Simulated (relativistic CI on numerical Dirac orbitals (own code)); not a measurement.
**Cr2+ in a cubic cluster: 2p photoemission with charge transfer**

Computed with a charge-transfer multiplet model of a cubic metal-ligand cluster with up to one ligand hole, Slater and spin-orbit integrals from Dirac-Coulomb-Breit ions, Slater integrals scaled by 0.9. The ground state mixes d4 with configurations of k ligand holes L, whose averages lie at kΔ + k(k − 1)U_dd/2; a core hole lowers each added d electron by U_cd. 300 K, Lorentzian 0.6 eV and Gaussian 0.8 eV FWHM.

Atomic integrals in eV (Slater integrals scaled, ζ unscaled), ground: F2dd 8.634, F4dd 5.365, zeta_d 0.027; with the core hole: F2dd 10.375, F4dd 6.499, zeta_d 0.047, zeta_core 5.620, F2cd 5.906, G1cd 4.389, G3cd 2.492.

Cluster parameters (eV): Δ = 7.4, U_dd = 4.9, U_cd = 5.9, 10Dq = 1.3, 10Dq(ligand) = 0.7, final-state hopping factor = 0.9.

| Case | n_d | d4 | d5L | S |
| --- | --- | --- | --- | --- |
| V(eg) = 1.8 eV, V(t2g) = -0.87 eV | 4.13 | 0.87 | 0.13 | 2.00 |
| V(eg) = 2.4 eV, V(t2g) = -1.16 eV | 4.18 | 0.82 | 0.18 | 2.00 |
| V(eg) = 2.7 eV, V(t2g) = -1.31 eV | 4.21 | 0.79 | 0.21 | 2.00 |

Weights, n_d and S are thermal averages at 300 K. Binding energies count from the first peak over 30 % of the highest in each spectrum, which can be another peak from case to case. The parameters are a model scan and need not match a compound or its usual spin state. Peaks in eV (height, largest 100):
- V(eg) = 1.8 eV, V(t2g) = -0.87 eV: 0.0 (100), 1.2 (86), 5.5 (31), 11.1 (59)
- V(eg) = 2.4 eV, V(t2g) = -1.16 eV: 0.0 (100), 1.1 (87), 4.2 (26), 5.8 (25), 11.0 (57)
- V(eg) = 2.7 eV, V(t2g) = -1.31 eV: 0.0 (100), 1.1 (87), 4.8 (23), 6.0 (23), 11.0 (55)

Curve for V(eg) = 2.4 eV, V(t2g) = -1.16 eV (points under 2 left out, the grid thinned):

```tsv
E (eV)	Intensity
-3.6	2.1
-3.0	2.9
-2.5	4.0
-1.9	6.9
-1.4	13.6
-0.8	44.9
-0.3	91.7
0.3	90.0
0.8	83.8
1.4	82.4
1.9	66.0
2.5	45.5
3.1	26.6
3.6	23.2
4.2	26.2
4.7	24.8
5.3	24.9
5.8	25.4
6.4	22.9
6.9	18.1
7.5	15.2
8.0	15.6
8.6	17.4
9.2	20.9
9.7	31.6
10.3	50.5
10.8	56.4
11.4	51.6
11.9	34.8
12.5	19.5
13.0	14.6
13.6	12.4
14.1	10.8
14.7	9.2
15.3	8.7
15.8	7.8
16.4	5.5
16.9	4.0
17.5	3.1
18.0	2.6
18.6	2.2
19.1	2.1
19.7	2.1
20.2	2.2
20.8	2.1
```

For the case V(eg) = 2.7 eV, V(t2g) = -1.31 eV, Δ = 7.4 eV is larger than U_dd = 4.9 eV, the Mott-Hubbard side of the Zaanen-Sawatzky-Allen scheme. With the core hole the average of the configuration with one ligand hole lies at Δ − U_cd = 1.5 eV before mixing: the effective hopping of about 4.6 eV (from the holes of the mixed ground state) is comparable with this gap or larger, so the configurations mix strongly.

With at most 1 ligand hole the space is cut while the next configuration still counts, so covalency is underestimated, and a final configuration with one more ligand hole, which can lie low, is missing from the spectra.
